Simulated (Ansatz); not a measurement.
```xyz
12

F    -1.551    1.519   -1.457
C    -0.311    1.255   -0.922
C    -0.036   -0.206   -0.986
F    -0.048   -0.669   -2.234
C     0.235   -1.041    0.004
C     0.262   -0.641    1.442
F    -0.888   -0.086    1.852
F     0.486   -1.710    2.210
F     1.231    0.252    1.711
H    -0.282    1.615    0.106
H     0.438    1.787   -1.519
H     0.464   -2.077   -0.208
```

The species carries charge 0 and has multiplicity 1.

Problem. List the CAM-B3LYP/def2-TZVPP orbital energies in eV (Ansatz 0.2.0). (An estimate is asked.)

Solution. Ansatz gave: Occupied: -674.96, -674.91, -674.91, -674.87, -673.87, -286.30, -282.47, -281.85, -280.09, -38.61, -36.73, -36.11, -36.02, -35.45, -25.52, -23.08, -21.48, -19.70, -18.87, -18.71, -18.04, -17.15, -16.63, -16.22, -15.64, -15.37, -15.30, -14.99, -14.27, -14.25, -14.01, -13.66, -13.06, -12.14, -12.06, -10.06. Lowest empty: -0.15, 2.39, 2.58, 3.27, 3.79, 4.01, 4.33, 4.85.
